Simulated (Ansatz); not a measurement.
Total energies of F$_{2}$H$_{4}$O$_{4}$W (`[OH][W]([OH])([OH])([OH])([F])[F]`).

```tsv
atom	x (Å)	y (Å)	z (Å)
O1	1.098	1.073	-1.204
W2	0.034	0.108	-0.014
O3	-1.651	0.584	-0.692
O4	-0.552	-1.002	1.391
O5	0.059	-1.376	-1.156
F6	-0.242	1.617	1.097
F7	1.710	-0.111	0.883
H8	2.045	1.199	-1.103
H9	-2.118	1.346	-0.338
H10	0.024	-1.241	2.122
H11	-0.407	-2.199	-0.987
```

The species carries charge 0 and has multiplicity 1. Correlated methods include outer-core shells of W, which these sets cover unevenly. W takes the def2 core potential. The structure was optimised at the PBE0-D4/def2-TZVP level. It is one conformer, not always the lowest. Basis def2-TZVPP, the Gaussian-basis code of Ansatz.

RPA on PBE orbitals: Hartree–Fock energy of these orbitals -567.34847 Eh, correlation -2.91831 Eh (frozen core).

```
             functional  energy without D4 (Eh)  D4 term (kJ/mol)
            LDA (SPW92)              -567.09774                 –
                    PBE              -570.14154             -25.4
                 revPBE              -570.49340             -72.8
                   BLYP              -570.53088             -55.3
                  B3LYP              -570.60602             -41.0
                r2SCANh              -570.35083              -6.5
                r2SCAN0              -570.25401              -7.2
HSE06 (plane-wave form)              -570.03419             -20.1
                  BHLYP              -570.19888             -32.6
              CAM-B3LYP              -570.39710             -21.8
                ωB97X-V              -570.36772                 –
                ωB97M-V              -570.34838                 –
                 B2PLYP              -570.17249                 –
               PBE-QIDH              -569.89067                 –
```

Problem. Give the same for r2SCAN, B97M-V, PBE0, LC-ωPBE. (An estimate is asked.)

Solution. The calculation gave: 
```csv
functional,energy without D4 (Eh),D4 term (kJ/mol)
r2SCAN,-570.41758,-6.1
B97M-V,-570.42870,–
PBE0,-570.05594,-21.5
LC-ωPBE,-570.31561,–
```

B3LYP takes the VWN-RPA correlation (the form of Gaussian; ORCA's B3LYP/G). HSE06 is the plane-wave form, built on full-range PBE exchange. The double hybrids freeze the cores in their second-order part.

LC-ωPBE has ω = 0.4 bohr⁻¹.
